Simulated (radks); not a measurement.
Values are calculated unless marked as measured or tabulated.
Neutral thallium inside a hard spherical wall (all orbitals vanish at R), configuration held at [Hg] 6p1 and not refilled when levels cross. Code: a radial shooting solver on a logarithmic mesh with Libxc functionals. Model: scalar-relativistic Kohn-Sham, r2SCAN, spin-polarised, spherical densities, finite nucleus; open shells are filled with parallel spins first (spin-orbit coupling, left out, can overturn this in heavy ions); meta-GGA in the generalised Kohn-Sham scheme; Fermi nuclear charge, rms radius 5.4759 fm. Eigenvalues in eV for spin up, with the zero of energy where the potential of the charges vanishes at infinity; a dash marks a level that is unbound or too diffuse for the functional's potential to be trusted. A positive occupied level is held by the wall or, in an anion where self-interaction has pushed it up, behind a barrier. The pressure on the wall is -dE/dV.

R (bohr),E (hartree),kinetic (hartree),e(5p),e(5d),e(6s),e(6p),"e(7s, empty)","e(6d, empty)",pressure (GPa)
free,-20243.0545,22787.507,-78.079,-15.979,-10.125,-2.672,-,-,0
20,-20243.0545,22787.507,-78.079,-15.979,-10.125,-2.672,-0.164,0.799,< 0.0001
15,-20243.0545,22787.507,-78.077,-15.977,-10.123,-2.671,-0.011,1.238,0.000120
12,-20243.0543,22787.509,-78.055,-15.955,-10.106,-2.654,0.366,1.833,0.00266
8,-20243.0483,22787.544,-77.738,-15.645,-9.884,-2.323,3.066,4.269,0.204
7,-20243.0390,22787.595,-77.441,-15.358,-9.675,-1.937,5.274,5.809,0.708
2.5,-20237.2533,22811.810,-49.777,12.044,34.094,59.919,175.58,104.01,4390
1.5,-20177.4914,23018.030,54.450,139.10,311.78,381.63,810.04,472.50,200000
